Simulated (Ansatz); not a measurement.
Relaxation of CH6BClSi2 (11 atoms, charge 0, multiplicity 1), to a largest force component of 0.02 eV/Å in at most 50 steps.

Theory: UKS PBE-D4/6-31G* in Ansatz 0.2.0.

```xyz
11
Properties=species:S:1:pos:R:3:forces:R:3
Cl -0.597 2.361 -0.486 -1.24 2.45 -0.29
C 0.378 0.950 -0.490 1.83 0.50 -1.29
Si 0.496 0.246 1.195 2.07 -0.37 1.67
B -0.358 -1.357 0.625 -1.47 -2.44 0.65
Si -0.525 -0.522 -1.157 -0.61 -0.86 0.20
H 1.364 1.121 -0.981 -0.33 0.15 0.12
H -0.203 1.005 2.219 -0.30 0.62 0.68
H 1.961 -0.033 1.566 -0.31 0.19 0.07
H -0.781 -2.367 1.158 0.25 0.22 -0.21
H 0.253 -1.252 -2.122 0.52 -0.57 -1.21
H -1.922 -0.208 -1.506 -0.42 0.10 -0.39
```

**Question.** Where does it end, and by what steps?

**Answer.** The run converged. The force dipped under the threshold on the way, but the program's further checks kept it going. After 28 steps the energy has fallen by 0.793 eV; H11 moved furthest, 0.92 Å.

```csv
step,energy less start (eV),largest force component (eV/Å),accepted
0,0.0000,2.451,yes
1,-0.5743,1.232,yes
2,-0.5137,1.121,no
3,-0.6994,0.191,yes
4,-0.7019,0.044,yes
5,-0.7021,0.018,yes
6,-0.7022,0.009,yes
7,-0.7023,0.019,yes
8,-0.7028,0.092,yes
9,-0.6926,0.418,no
10,-0.7065,0.103,yes
11,-0.7081,0.127,yes
12,-0.7098,0.165,yes
13,-0.7126,0.147,yes
14,-0.7151,0.138,yes
15,-0.7167,0.091,yes
16,-0.7191,0.064,yes
17,-0.7207,0.042,yes
18,-0.7218,0.302,yes
19,-0.7275,0.154,yes
20,-0.7357,0.109,yes
21,-0.7551,0.213,yes
22,-0.7532,0.474,no
23,-0.7715,0.158,yes
24,-0.7834,0.114,yes
25,-0.7858,0.168,yes
26,-0.7913,0.055,yes
27,-0.7923,0.038,yes
28,-0.7929,0.018,yes
```

```xyz
11
Properties=species:S:1:pos:R:3
Cl -1.232 2.076 -0.107
C 0.259 1.055 -0.462
Si 0.680 0.182 1.208
B -0.742 -1.198 0.734
Si -0.424 -0.598 -1.186
H 0.982 1.682 -1.000
H 0.688 1.068 2.420
H 2.030 -0.483 1.088
H -1.446 -1.975 1.314
H 0.732 -1.405 -1.726
H -1.461 -0.461 -2.262
```

Whether the end is a true minimum wasn't checked by a vibrational analysis.

Run time: 80 s on 2 threads of Intel(R) Xeon(R) Platinum 8488C (Sapphire Rapids) (shared host), peak memory 0.2 GiB.
